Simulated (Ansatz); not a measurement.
Stepwise reaction of `[NH2][GeH2][NH2]` with hydrogen, as a gas-phase model of exchange steps in deposition or etching. ΔE in kJ/mol; ΔG adds harmonic PBE0-D4 terms to CCSD(T)/CBS, at 1 bar.

Isolated molecules relaxed with PBE0-D4/def2-TZVP in Ansatz; ΔE leaves out vibrations. CCSD(T)/CBS adds triple-zeta CCSD(T) − MP2 to the extrapolated MP2 energy (def2 sets, frozen cores). This one scheme is used for every species. Functionals use def2-TZVPP. B3LYP here is the variant with VWN-RPA as its local correlation; programs differ in this. For Ge outer-core shells are correlated without core-valence functions, which leaves a few kJ/mol of doubt a bond. Scalar relativity is left out up to krypton. Each species was taken in one conformer, which may not be the lowest.

| step | reaction | PBE-D4 | B3LYP-D4 | ωB97M-V | CCSD(T)/CBS | ΔG(500 K) |
| --- | --- | --- | --- | --- | --- | --- |
| 2 | `[NH2][GeH3]` + H₂ → GeH₄ + NH₃ | -27.5 | -27.2 | -27.0 | -24.8 | -13.8 |

**Question.** Give the row of step 1, `[NH2][GeH2][NH2]` + H₂ → `[NH2][GeH3]` + NH₃. (Best estimate.)

**Answer.** Ansatz gave: 
```tsv
step	reaction	PBE-D4	B3LYP-D4	ωB97M-V	CCSD(T)/CBS	ΔG(500 K)
1	`[NH2][GeH2][NH2]` + H₂ → `[NH2][GeH3]` + NH₃	-9.2	-8.6	-8.3	-5.4	-9.6
```

**Question.** By hand: ΔE of the 2 steps together at CCSD(T)/CBS.

**Answer.** (-5.4) + (-24.8) = -30.2 kJ/mol, or -15.1 kJ/mol a step.

In ΔE each step is lower than the one before. All are downhill at CCSD(T)/CBS. ΔG lies between -13.8 and -9.6 kJ/mol a step. PBE-D4 differs from CCSD(T)/CBS by -3.8 to -2.7 kJ/mol a step. Isolated molecules leave out the surface, adducts and barriers. Largest T1 diagnostic: 0.012.
